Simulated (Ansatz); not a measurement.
Program: Ansatz. Geometries: PBE0-D4/def2-TZVP. ΔE: electronic, gas phase. CCSD(T)/CBS is the MP2 limit (def2-TZVPP, def2-QZVPP) plus CCSD(T) − MP2 in def2-TZVPP, frozen cores. DFT in def2-TZVPP. B3LYP here is the variant with VWN-RPA as its local correlation; programs differ in this. For Ge outer-core shells are correlated without core-valence functions, which leaves a few kJ/mol of doubt a bond. Scalar relativity is left out up to krypton.

Reaction (germylene loss): `[F][GeH2][GeH3]` → `[F][GeH3]` + `[GeH2]`

| level | ΔE (eV) | difference from CCSD(T)/CBS |
| --- | --- | --- |
| LDA (SPW92) | 2.45 | 0.40 |
| PBE0-D4 | 2.16 | 0.11 |
| B3LYP-D4 | 1.91 | -0.14 |
| r2SCANh-D4 | 2.22 | 0.17 |
| CAM-B3LYP-D4 | 1.99 | -0.06 |
| PBE | 2.03 | -0.02 |
| PBE0 | 2.11 | 0.06 |
| HF/def2-TZVPP | 1.70 | -0.35 |
| MP2/def2-QZVPP | 2.20 | 0.15 |
| SCS-MP2/def2-QZVPP | 2.04 | -0.01 |
| CCSD(T)/CBS | 2.05 | 0 |

Largest T1 diagnostic among the species: 0.012.

At CCSD(T), def2-SVP lies −0.14 eV from the extrapolated value and def2-TZVPP +0.02 eV. Leaving LDA and LC-ωPBE aside and taking each functional with its dispersion term where it has one, the values, not all of them listed here, spread over 0.42 eV, from BLYP-D4 to PBE-QIDH. LDA lies +0.42 eV from PBE without D4.
